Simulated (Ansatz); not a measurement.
`C[N](C)[In]([NH2])[Cl]` at its PBE0-D4/def2-TZVP geometry, where that method's forces vanish. Total charge 0; spin multiplicity 1. In takes the def2 core potential.

```xyz
14

C     0.2160   -1.6020   -1.1062
N    -0.1793   -0.4126   -0.3984
C    -1.2488    0.3072   -1.0373
In    0.8274    0.2952    1.1725
N     0.3822    1.8987    2.3046
Cl    2.5385   -1.1039    1.9221
H    -0.6244   -2.3067   -1.1943
H     0.5607   -1.3786   -2.1277
H     1.0263   -2.1164   -0.5858
H    -0.9772    0.6456   -2.0497
H    -1.5370    1.1898   -0.4605
H    -2.1459   -0.3221   -1.1380
H     0.0153    2.6989    1.8078
H     1.1462    2.2069    2.8908
```

Question: What forces (eV/Å) does PBE-D4/def2-TZVPP give on these atoms in Ansatz? (An estimate is asked.)

Answer: Ansatz gave: 
```
C1   0.067 -0.075 -0.010
N2  -0.080 -0.079 -0.018
C3  -0.055  0.093  0.002
In4  0.130  0.070 -0.020
N5  -0.279 -0.097  0.246
Cl6  0.199 -0.186  0.098
H7  -0.178 -0.152 -0.025
H8   0.071  0.038 -0.222
H9   0.164 -0.106  0.102
H10  0.046  0.073 -0.222
H11 -0.061  0.177  0.108
H12 -0.195 -0.134 -0.028
H13 -0.106  0.274 -0.190
H14  0.277  0.104  0.178
```
